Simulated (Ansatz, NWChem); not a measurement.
## NWChem → Ansatz

This NWChem 7.3.0 job computes GaICl2 (SMILES [Cl][Ga]([Cl])[I]):

test.nw:
```
start test
title "Cl2GaI"
memory total 2200 mb

geometry units angstroms noautosym nocenter noautoz
Cl    1.465100    0.324600    1.551500
Ga    0.045900   -0.065400    0.026000
Cl   -0.333200   -2.085900   -0.490900
I    -1.122400    1.766200   -1.106900
end

basis spherical bse
Cl library def2-SVP
Ga library def2-SVP
I library def2-SVP
end

ecp bse
I library def2-SVP
end

scf
singlet
rhf
thresh 1e-08
maxiter 80
end

task scf gradient
```

```bash
$ nwchem test.nw > test.out
```

The shape is that of a PBE0-D4/def2-TZVP optimisation.

It gives a total energy of -3138.545107 Eh.

Task: Translate the job to Ansatz 0.2.0 as an input file of the program's own.

Result: This input was run:

input.yaml:
```yaml
crystal:
  periodic: [false, false, false]
  atoms:
    - {symbol: Cl, position_ang: [1.465100, 0.324600, 1.551500]}
    - {symbol: Ga, position_ang: [0.045900, -0.065400, 0.026000]}
    - {symbol: Cl, position_ang: [-0.333200, -2.085900, -0.490900]}
    - {symbol: I, position_ang: [-1.122400, 1.766200, -1.106900]}
basis:
  gaussian:
    orbitals: def2-SVP
hamiltonian:
  xc: hf
accuracy: high
output: {forces: true, orbitals: {seedname: orbitals}}
```

```bash
$ ansatz run input.yaml --threads 1 --pin off --max-ram 2610MiB --events-out events.jsonl --progress --plain --runs-dir runs
```

Its energy is -3138.545107 Eh, the same as the first but for the last digit, at most.
